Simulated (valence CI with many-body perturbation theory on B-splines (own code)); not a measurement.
The numbers below are computed, except where a source is named.
## Run record, Tm46+

Level of theory: configuration interaction combined with many-body perturbation theory (CI+MBPT): five valence electrons over a frozen Dirac-Fock core [Ar], radial functions for each j: 6 s, 6 p, 5 d, 5 f, 1 g, with the one-electron correlation potential Σ1 (screened to all orders), the two-electron term Σ2, the three-electron term Σ3, Breit, model QED; selected single and double excitations, second order for the rest, scaled by the run's own slope (own B-spline code, finite nucleus).

Command, and the settings that its task file holds:

```sh
python run_cv.py task.json out
```

```
atom Tm  Z=69  mass_number=169  rms_radius_fm=5.2256
core [Ar]
valence 3d5
avg = 1
basis = S
breit = 1
cap = 10000
capref = 1200
cscale = 1
de = 0.0
dress = 0
eps = 2e-08
extrap = 1
h = 0.27
hh = 1
l2 = 3
lcore = 2
maxit = 60
n2 = 5
natural = 1
nlev = 20
nno = [3, 3, 3, 3, 1]
nroot = 26
nsp = [3, 3, 2, 2, 0]
pt2 = 1
qed = 1
rpa = 1
s1 = 1
s2 = 1
s3 = 1
screen = 1
tol = 2e-05
whole = 1
```

It took 19 s on 1 thread of Arm Neoverse V1 (shared host).

Log. The first blocks belong to the next ion, which gives the ionisation energy. Fields: 2J, parity (1 odd), roots, reference size, generating configurations, candidates as configurations/state functions, variational space P, stored matrix elements, Davidson steps; e2 is the range of second-order energies in hartree. The first line gives the box (bohr), its intervals, the orbitals and the steps of their self-consistent field. Window is the range of levels sought, series limit the energy at which the first omitted orbital would enter, core excitation an estimate of the first excitation out of the core, left out the lowest levels not solved, and shifts from estimates the range by which levels moved from their first estimate, all in cm⁻¹.

```
rmax 2.4 intervals 56 orbitals 40 references ['3d5', '3d4 4s', '3d4 4p'] scf 4 t 0.8
2J=0 par=0 roots 2 ref 17 generators 4 cand 1145/2051 P 563/1000 nnz 0 it 0
2J=0 par=0 roots 2 ref 17 generators 4 cand 595/1068 P 1039/1897 nnz 0 it 4
   second order: generators 7 cand 1611/3997 e2 -0.00001 -0.00001
reference levels 556, estimated 32, window 923090 1/cm; series limit 20900320, core excitation 2273578
2J=5 par=0 roots 7 ref 81 generators 5 cand 1429/16539 P 249/3590 nnz 3.3e+06 it 4
2J=5 par=0 roots 7 ref 81 generators 5 cand 1368/15522 P 761/9993 nnz 2.2e+07 it 5
   second order: generators 6 cand 2023/44029 e2 -0.00235 -0.00073
2J=7 par=0 roots 5 ref 72 generators 3 cand 1423/16820 P 197/3588 nnz 3.5e+06 it 4
2J=7 par=0 roots 5 ref 72 generators 3 cand 1373/15797 P 659/9994 nnz 2.5e+07 it 5
   second order: generators 4 cand 2078/46137 e2 -0.00167 -0.00093
2J=3 par=0 roots 5 ref 67 generators 3 cand 1431/12883 P 267/3553 nnz 3.3e+06 it 4
2J=3 par=0 roots 5 ref 67 generators 3 cand 1354/11871 P 929/10000 nnz 2.2e+07 it 5
   second order: generators 6 cand 2605/50191 e2 -0.00055 -0.00036
2J=11 par=0 roots 3 ref 35 generators 3 cand 1201/10560 P 262/3484 nnz 3.2e+06 it 4
2J=11 par=0 roots 3 ref 35 generators 3 cand 1138/9577 P 948/9997 nnz 2.3e+07 it 5
   second order: generators 3 cand 452/3064 e2 -0.00022 -0.00016
2J=9 par=0 roots 4 ref 56 generators 3 cand 1350/14461 P 220/3573 nnz 3.5e+06 it 4
2J=9 par=0 roots 4 ref 56 generators 3 cand 1292/13443 P 733/9991 nnz 2.4e+07 it 5
   second order: generators 3 cand 779/7025 e2 -0.00092 -0.00053
2J=1 par=0 roots 3 ref 39 generators 3 cand 1219/6099 P 508/3554 nnz 3.1e+06 it 4
2J=1 par=0 roots 3 ref 39 generators 3 cand 1051/5084 P 1418/8312 nnz 1.4e+07 it 5
   second order: generators 3 cand 141/326 e2 -0.00000 -0.00000
2J=13 par=0 roots 1 ref 18 generators 1 cand 878/6181 P 369/3514 nnz 3.7e+06 it 4
2J=13 par=0 roots 1 ref 18 generators 1 cand 747/5183 P 941/7753 nnz 1.5e+07 it 5
   second order: generators 1 cand 175/944 e2 -0.00000 -0.00000
left out: unestimated 1346830, estimated 1191136, shifts from estimates -429 to 630
operators 1.2
```

The Davidson iterations converged. The settings are bad on purpose, so the numbers may not be properties of the ion.

No measured spectrum was set against this ion. As an estimate, large intervals hold to a few tenths of a per cent, small ones and those within an open d or f shell to about a per cent. Among the levels kept, up to 360 cm⁻¹ of a level comes from second order outside the variational space, and about a tenth of that is noise between levels of different J, which matters for small intervals. Only levels of the ground parity were solved; by the run's estimate the other parity begins above the list, which can be wrong where configurations are misplaced.

| Property | Result |
| --- | --- |
| Valence energy | -770.3171 hartree |
| Ionisation energy | 3893.9 eV (NIST: 3895 ± 4 eV (theoretical)) |
| Reference configurations for the orbitals | 3d5, 3d4 4s, 3d4 4p |
| Radial orbitals | 40 |
| Box radius | 2.438 bohr |
| Largest variational space | 10000 |
| Lowest levels | (3d3/2^4 3d5/2) J=5/2 0.000, (3d3/2^3 3d5/2^2) J=5/2 [a] 39.707, (3d3/2^3 3d5/2^2) J=7/2 [a] 50.808, (3d3/2^3 3d5/2^2) J=3/2 [a] 51.965, (3d3/2^3 3d5/2^2) J=11/2 52.595, (3d3/2^3 3d5/2^2) J=9/2 57.087, (3d3/2^3 3d5/2^2) J=5/2 [b] 59.800, (3d3/2^3 3d5/2^2) J=1/2 62.147, (3d3/2^3 3d5/2^2) J=7/2 [b] 64.372, (3d3/2^3 3d5/2^2) J=3/2 [b] 77.815, (3d3/2^2 3d5/2^3) J=5/2 [a] 89.418, (3d3/2^2 3d5/2^3) J=7/2 [a] 97.242, (3d3/2^2 3d5/2^3) J=11/2 98.360, (3d3/2^2 3d5/2^3) J=9/2 [a] 99.885 eV |

Levels are named by their leading jj configuration (3d3/2^4 stands for four electrons in 3d with j = 3/2), which in mixed levels can hold well under half, so a name can repeat and another be missing. Letters in brackets count levels of one name in rising energy.
